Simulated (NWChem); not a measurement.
Everything below was run with NWChem. System: N-methylmethanimine (C2H5N), charge 0, spin multiplicity 1, at a geometry optimised with B3LYP/def2-SVP. Level: MP2/def2-SVPD, 3 core orbitals frozen.

Job file:

```
start mol
memory heap 200 mb stack 900 mb global 1100 mb
geometry units angstroms nocenter noautoz
  C     -1.101829     0.345228     0.000000
  N      0.035405    -0.544811     0.000000
  C      1.197592    -0.047334     0.000000
  H     -1.729368     0.133913    -0.882390
  H     -1.729368     0.133913     0.882390
  H     -0.838141     1.423683     0.000000
  H      1.398715     1.045477     0.000000
  H      2.075748    -0.710673     0.000000
  symmetry group Cs
end
basis spherical
  * library def2-svpd
end
scf
  rhf
  nopen 0
  maxiter 100
  thresh 1e-7
  semidirect memsize 60000000 filesize 0
end
mp2
  freeze core 3
end
task mp2 energy
```

Output (cleaned and shortened):

```
             Northwest Computational Chemistry Package (NWChem) 7.3.0
             --------------------------------------------------------

                                NWChem Input Module
                                -------------------

 Scaling coordinates for geometry "geometry" by  1.889725989
 (inverse scale =  0.529177249)

 Turning off AUTOSYM since
 SYMMETRY directive was detected!

                             Geometry "geometry" -> ""
                             -------------------------

 Output coordinates in angstroms (scale by  1.889725989 to convert to a.u.)

  No.       Tag          Charge          X              Y              Z
 ---- ---------------- ---------- -------------- -------------- --------------
    1 C                    6.0000    -1.10182900     0.34522800     0.00000000
    2 N                    7.0000     0.03540500    -0.54481100     0.00000000
    3 C                    6.0000     1.19759200    -0.04733400     0.00000000
    4 H                    1.0000    -1.72936800     0.13391300    -0.88239000
    5 H                    1.0000    -1.72936800     0.13391300     0.88239000
    6 H                    1.0000    -0.83814100     1.42368300     0.00000000
    7 H                    1.0000     1.39871500     1.04547700     0.00000000
    8 H                    1.0000     2.07574800    -0.71067300     0.00000000

 Effective nuclear repulsion energy (a.u.)      71.9808713090

            Nuclear Dipole moment (a.u.)
            ----------------------------
        X                 Y               Z
 ---------------- ---------------- ----------------
    -0.0000018897     0.0000000000     0.0000000000

      Symmetry information
      --------------------

 Group name             Cs
 Group number              2
 Group order               2
 No. of unique centers     7

      Symmetry unique atoms

     1    2    3    4    6    7    8


 Summary of "ao basis" -> "" (spherical)
 ------------------------------------------------------------------------------
       Tag                 Description            Shells   Functions and Types
[...]
     1   1 0 0      0.196104      0.000000     -0.000002
     1   0 1 0      0.653570      0.000000      0.000000
     1   0 0 1     -0.000000      0.000000      0.000000

     2   2 0 0    -12.117517      0.000000    103.015700
     2   1 1 0     -0.152405      0.000000    -15.808059
     2   1 0 1      0.000000      0.000000      0.000000
     2   0 2 0    -15.806464      0.000000     23.094385
     2   0 1 1     -0.000000      0.000000      0.000000
     2   0 0 2    -14.966111      0.000000      5.560948

                   NWChem MP2 Semi-direct Energy/Gradient Module
                   ---------------------------------------------

  Basis functions       =    100
  Molecular orbitals    =    100
  Frozen core           =      3
  Frozen virtuals       =      0
  Active alpha occupied =      9
  Active beta occupied  =      9
  Active alpha virtual  =     88
  Active beta virtual   =     88
  Use MO symmetry       = T
  Use skeleton AO sym   = T

  AO/Fock/Back tols     =   1.0D-09  1.0D-09  1.0D-09

 GA uses MA = F    GA memory limited = T

 Available:
  local mem=  1.26D+08
 global mem=  1.44D+08
 local disk=  0.00D+00
  mp2_memr nvloc                    88
  nvloc new                    88
   1 passes of   9:        3145728                      40596                  13605046.
   1 passes of   9: M    126153415           G      144159200           F     123007687.

 Semi-direct pass number   1 of   1  for RHF alpha+beta  at        3.5s
  vrange nnbf                  5046
  mp2_eaftype                    51  avail_ma_in_mb                  1099
 EAF : mp2_eaftype filesize          51    6802523.
  mp2_eaf for mointskh                     51
Node 0 wrote     32.0 Mb in      0.0 s     Agg I/O rate:   666.1 Mb/s
 Done moints_semi at        6.5s
  mp2_eaftype                    51  avail_ma_in_mb                  1048
 EAF : mp2_eaftype filesize          51    6802523.
  mp2_eaf for kh                    51
 Done maket at        6.8s
 Done multipass loop at        6.8s

          -------------------------------------------
          SCF energy                -132.969585029350
          Correlation energy          -0.463970324278
          Singlet pairs               -0.300975395265
          Triplet pairs               -0.162994929013
          Total MP2 energy          -133.433555353627
          -------------------------------------------

          ---------------------------------------------------
                    Spin Component Scaled (SCS) MP2
          Same spin pairs                     -0.108663286009
          Same spin scaling factor             0.333333333333
          Opposite spin pairs                 -0.355307038269
          Opposite spin scaling fact.          1.200000000000
          SCS-MP2 correlation energy          -0.462589541259
          Total SCS-MP2 energy              -133.432174570609
          ---------------------------------------------------

 -----------------------
 Performance information
 -----------------------

 Timer overhead =  1.36D-07 seconds/call

               Nr. of calls         CPU time (s)                 Wall time (s)                GFlops
             ---------------    -------------------     ------------------------------   -------------------
Name         Min   Avg   Max    Min     Avg     Max     Min     Avg     Max   Mx/calls   Min     Max     Sum
mp2: moin     1     1     1    3.0     3.0     3.0      3.0     3.0     3.0     3.0      0.0     0.0     0.0
mp2: make     1     1     1   0.25    0.25    0.25     0.25    0.25    0.25    0.25      0.0     0.0     0.0
mp2: tota     1     1     1    3.3     3.3     3.3      3.3     3.3     3.3     3.3      0.0     0.0     0.0

 The average no. of pstat calls per process was 3.00D+00
 with a timing overhead of 4.09D-07s

 Task  times  cpu:        6.7s     wall:        6.7s

 Total times  cpu:        6.8s     wall:        6.8s
```
